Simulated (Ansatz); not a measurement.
C4H4ClF, SMILES CC(Cl)=C=CF.

Geometry optimised at B3LYP-D3(BJ)/def2-SVP. The structure was generated by enumeration, and PubChem lists no compound with its InChIKey, so it may never have been made.

Two levels are set side by side: PBE/def2-SVPD (Ansatz, a quantum-chemistry and plane-wave program) and CAM-B3LYP/def2-SVPD (Ansatz). Energy differences of separate SCF runs at the same geometry; the states with an electron removed or added have multiplicity 2 and 2. Differences are taken from unrounded values.

```csv
quantity,CAM-B3LYP
vertical ionisation energy (eV),9.92
vertical singlet–triplet gap (eV),4.12
```

**Question.** What does PBE give, and how far is it from CAM-B3LYP? (An estimate is asked for; the answer gives what the named calculation found.)

**Answer.** 
```tsv
quantity	PBE	PBE minus CAM-B3LYP
vertical ionisation energy (eV)	9.58	-0.34
vertical singlet–triplet gap (eV)	4.08	-0.04
```
